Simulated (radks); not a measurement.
Results of a calculation; reference values are marked as such.
All-electron atom: Ge in [Ar] 3d10 4s2 4p2 (the NIST ground configuration). Level of theory: Dirac Kohn-Sham, OLYP, spin-unpolarised, spherical densities, point nucleus; open shells fill j = l - 1/2 first (a radial shooting solver on a logarithmic mesh with Libxc functionals).

Normalised radial functions P(r) = r R(r) (large component), r in bohr:

```
   r/bohr * 3p1/2 (the largest magnitude, 1.35, reaches the edge; | marks zero)
 0.007267                             *
 0.008393                             |*
 0.009615                             |*
   0.0111                             |*
  0.01272                             |*
  0.01469                             |*
  0.01683                             | *
  0.01944                             | *
  0.02227                             |  *
  0.02572                             |   *
  0.02947                             |   *
  0.03376                             |    *
  0.03899                             |     *
  0.04467                             |       *
  0.05159                             |        *
  0.05911                             |         *
  0.06826                             |           *
  0.07821                             |            *
  0.09032                             |             *
   0.1035                             |             *
   0.1195                             |             *
   0.1369                             |            *
   0.1581                             |          *
   0.1812                             |       *
   0.2092                             |  *
   0.2397                           * |
   0.2768                     *       |
   0.3171               *             |
   0.3663         *                   |
   0.4196     *                       |
   0.4846   *                         |
   0.5552  *                          |
   0.6361   *                         |
   0.7346      *                      |
   0.8417          *                  |
    0.972               *             |
    1.114                   *         |
    1.286                      *      |
    1.473                         *   |
    1.702                           * |
     1.95                            *|
    2.252                             *
     2.58                             *
    2.979                             *
    3.413                             *
    3.942                             *
    4.516                             *
    5.215                             *
    5.975                             *
    6.901                             *
    7.906                             *
     9.13                             *
    10.46                             *
```

3p1/2: eigenvalue -118.80 eV, 1 radial node at r = 0.228 bohr, <r> = 0.639 bohr, 90 % of the charge inside 0.982 bohr.
